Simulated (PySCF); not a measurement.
Species: Si(NCS)2Me2, C₄H₆N₂S₂Si.
SMILES: `C[Si](C)(N=C=S)N=C=S`

Method used: TDDFT PBE0/def2-SVPD, vertical, gas phase, core orbitals frozen in the response in PySCF. Isolated species at its PBE0-D3(BJ)/def2-SVP geometry, gas phase.

Each state is given a Gaussian of 0.4 eV full width at half maximum, with ε(max) = 2.175×10⁸ f / Δν̃ (Δν̃ the width in cm⁻¹). The width is an assumption, not a result. The curve ends short of the highest state used, and states not computed would add to its high-energy end.

```csv
E (eV),ε (L mol⁻¹ cm⁻¹)
4.40,0
4.42,0
4.44,0
4.46,0
4.49,0
4.51,1
4.53,1
4.55,1
4.58,3
4.60,4
4.62,5
4.64,8
4.66,11
4.69,17
4.71,23
4.73,31
4.75,42
4.78,63
4.80,81
4.82,103
4.84,131
4.87,181
4.89,222
4.91,269
4.93,321
4.96,411
4.98,476
5.00,545
5.02,616
5.04,688
5.07,792
5.09,857
5.11,916
5.13,966
5.16,1022
5.18,1045
5.20,1055
5.22,1051
5.25,1022
5.27,987
5.29,942
5.31,888
5.34,794
5.36,726
5.38,655
5.40,584
5.43,481
5.45,417
5.47,357
5.49,303
5.51,256
5.54,197
5.56,168
5.58,146
5.60,135
5.63,138
```

Problem. Locate the maxima and give the states behind the curve.

Solution. 238 nm (5.20 eV), ε about 1100, made up of S3 (76%) and S5 (20%) (ε in L mol⁻¹ cm⁻¹; maxima over ε = 5, shares over 10%). At its high-energy end, 5.63 eV, the curve is still rising (ε about 140, from S3, S5 and S7). The states used: S1 5.00 eV (f 0.0000); S2 5.00 eV (f 0.0003); S3 5.18 eV (f 0.012); S4 5.21 eV (f 0.0000); S5 5.29 eV (f 0.0035); S6 5.34 eV (f 0.0007); S7 6.20 eV (f 0.272); S8 6.20 eV (f 0.0067); S9 6.22 eV (f 0.032); S10 6.23 eV (f 0.0007).

Problem. What would ε be at 5.20 eV, the highest of these maxima, with half the width (0.2 eV)?

Solution. About 1880 L mol⁻¹ cm⁻¹ against 1050, a factor of about 1.8; a lone state at its own centre would give exactly 2.

Problem. On this curve, what absorbance would a 10⁻⁵ mol/L sample give at 248 nm over a 1 cm path?

Solution. 248 nm is 4.999 eV, where ε is about 540 L mol⁻¹ cm⁻¹, so A = ε c l ≈ 0.0054 (Beer–Lambert, with the gas-phase spectrum and the assumed width).

Problem. Coming from long wavelengths, where does ε first pass 100 L mol⁻¹ cm⁻¹?

Solution. At about 257 nm (4.82 eV), 0.18 eV below S1.
